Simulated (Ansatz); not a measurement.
`CCCCCCCCCCCCCCSC(C)=O`. Total charge 0; singlet. Geometry PBE-D4/def2-SVP; atoms count from 1.

Cartesian coordinates in Å:
```
C -4.099 -2.907 7.393
C -3.505 -2.721 5.996
C -2.000 -3.008 5.935
C -1.374 -2.899 4.538
C -1.395 -1.494 3.927
C -0.685 -1.402 2.574
C -0.707 -0.004 1.952
C 0.022 0.091 0.609
C -0.011 1.493 -0.010
C 0.782 1.646 -1.316
C 0.233 0.831 -2.494
C 1.018 0.984 -3.803
C 0.964 2.388 -4.419
C 1.618 2.497 -5.796
S 3.424 2.185 -5.704
C 3.830 2.434 -7.443
C 5.308 2.261 -7.735
O 2.992 2.716 -8.278
H -3.615 -2.232 8.130
H -3.956 -3.946 7.758
H -5.187 -2.694 7.411
H -3.706 -1.685 5.647
H -4.030 -3.387 5.273
H -1.817 -4.031 6.334
H -1.469 -2.318 6.630
H -1.890 -3.606 3.848
H -0.319 -3.249 4.588
H -2.446 -1.147 3.807
H -0.924 -0.778 4.639
H 0.372 -1.736 2.690
H -1.147 -2.127 1.866
H -0.259 0.724 2.666
H -1.764 0.324 1.820
H -0.422 -0.648 -0.095
H 1.082 -0.224 0.743
H 0.381 2.220 0.735
H -1.070 1.790 -0.188
H 0.806 2.722 -1.590
H 1.843 1.357 -1.138
H -0.831 1.114 -2.668
H 0.215 -0.246 -2.221
H 2.080 0.696 -3.635
H 0.626 0.258 -4.550
H -0.099 2.696 -4.533
H 1.425 3.132 -3.734
H 1.483 3.504 -6.240
H 1.191 1.766 -6.512
H 5.901 3.015 -7.179
H 5.477 2.382 -8.820
H 5.656 1.260 -7.408
```

Single mean-field runs in def2-TZVP are fitted with def2-universal-jkfit.

Q: Estimate the Mulliken populations of the heavy atoms from the PBE0/def2-TZVP orbitals of Ansatz.

A: 
```
atom  charge (e)
  C1       -0.36
  C2       -0.21
  C3       -0.17
  C4       -0.15
  C5       -0.24
  C6       -0.19
  C7       -0.19
  C8       -0.24
  C9       -0.15
 C10       -0.20
 C11       -0.20
 C12       -0.21
 C13       -0.21
 C14       -0.20
 S15       -0.11
 C16        0.21
 C17       -0.37
 O18       -0.32
```
Mulliken values depend strongly on the basis.

Q: And the Mayer bond orders between heavy atoms (over 0.3)?

A: C1–C2 1.01 (1.53 Å); C2–C3 1.01 (1.53 Å); C3–C4 1.01 (1.53 Å); C4–C5 1.02 (1.53 Å); C5–C6 1.04 (1.53 Å); C6–C7 1.04 (1.53 Å); C7–C8 1.04 (1.53 Å); C8–C9 1.02 (1.53 Å); C9–C10 1.01 (1.54 Å); C10–C11 1.01 (1.53 Å); C11–C12 1.00 (1.53 Å); C12–C13 1.01 (1.53 Å); C13–C14 1.01 (1.53 Å); C14–S15 1.00 (1.84 Å); S15–C16 1.20 (1.80 Å); C16–C17 0.97 (1.52 Å); C16–O18 1.97 (1.22 Å).
